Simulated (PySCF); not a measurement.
# SrIn⁻: input and log

State: ³Σ⁻ (triplet), unpaired electrons π ↑↑.

An equivalent input (the run itself took its basis sets from the Basis Set Exchange, started from a PBE0 density and held the occupation σ 7α 7β, πx 4α 3β, πy 4α 3β, δx 1α 1β, δy 1α 1β):

```python
from pyscf import gto, dft
mol = gto.M(atom='Sr 0 0 0; In 0 0 3.257', basis={'Sr': 'def2-SVPD', 'In': 'def2-SVPD'}, ecp={'Sr': 'def2-SVPD', 'In': 'def2-SVPD'},
            charge=-1, spin=2, verbose=4, symmetry='C2v')
mf = dft.UKS(mol, xc='PW91,PW91')
mf.grids.atom_grid = (80, 434)
mf.grids.prune = dft.gen_grid.treutler_prune
mf.irrep_nelec = {'A1': (8, 8), 'A2': (1, 1), 'B1': (4, 3), 'B2': (4, 3)}
mf.conv_tol = 1e-9
mf.max_cycle = 60
mf.diis_space = 10
mf.kernel()
```

The log (some set-up lines and the per-cycle HOMO/LUMO lines removed):

```
******** <class 'pyscf.dft.uks_symm.SymAdaptedUKS'> ********
method = SymAdaptedUKS
damping factor = 0
level_shift factor = 0
DIIS = <class 'pyscf.scf.diis.CDIIS'>
diis_start_cycle = 1
diis_space = 10
diis_damp = 0
SCF conv_tol = 1e-09
SCF conv_tol_grad = None
SCF max_cycles = 60
number electrons alpha = 17  beta = 15
Set gradient conv threshold to 3.16228e-05
init E= -220.944829810022
cycle= 1 E= -220.946261255366  delta_E= -0.00143  |g|= 0.0196  |ddm|= 0.276
cycle= 2 E= -220.946019382588  delta_E= 0.000242  |g|= 0.0216  |ddm|= 0.128
cycle= 3 E= -220.946206037176  delta_E= -0.000187  |g|= 0.0124  |ddm|= 0.0908
cycle= 4 E= -220.94650494791  delta_E= -0.000299  |g|= 0.00368  |ddm|= 0.0479
cycle= 5 E= -220.946525666464  delta_E= -2.07e-05  |g|= 0.000466  |ddm|= 0.0119
cycle= 6 E= -220.946527444795  delta_E= -1.78e-06  |g|= 0.000247  |ddm|= 0.00722
cycle= 7 E= -220.946527784962  delta_E= -3.4e-07  |g|= 0.000136  |ddm|= 0.00364
cycle= 8 E= -220.946527853757  delta_E= -6.88e-08  |g|= 1.9e-05  |ddm|= 0.00148
cycle= 9 E= -220.946527855106  delta_E= -1.35e-09  |g|= 4.07e-06  |ddm|= 0.000207
cycle= 10 E= -220.946527855203  delta_E= -9.74e-11  |g|= 1.64e-06  |ddm|= 6.09e-05
Extra cycle  E= -220.946527855194  delta_E= 9.32e-12  |g|= 3.72e-06  |ddm|= 2.8e-05
converged SCF energy = -220.946527855194  <S^2> = 2.089555  2S+1 = 3.0591208
```

Repeating this along the bond gives Re = 3.239 Å and ωe = 112 cm⁻¹.

A point of this curve took 0.62 CPU seconds beside 0.27 for the integrals, on Arm Neoverse V1 (shared host).

Spin–orbit coupling is left out. The highest Kohn–Sham level is positive in this anion. Much of that is self-interaction error, but it also means that the finite basis helps to hold the extra electron. The state is the lowest determinant that a PBE0 search found; another state may lie lower at other levels.
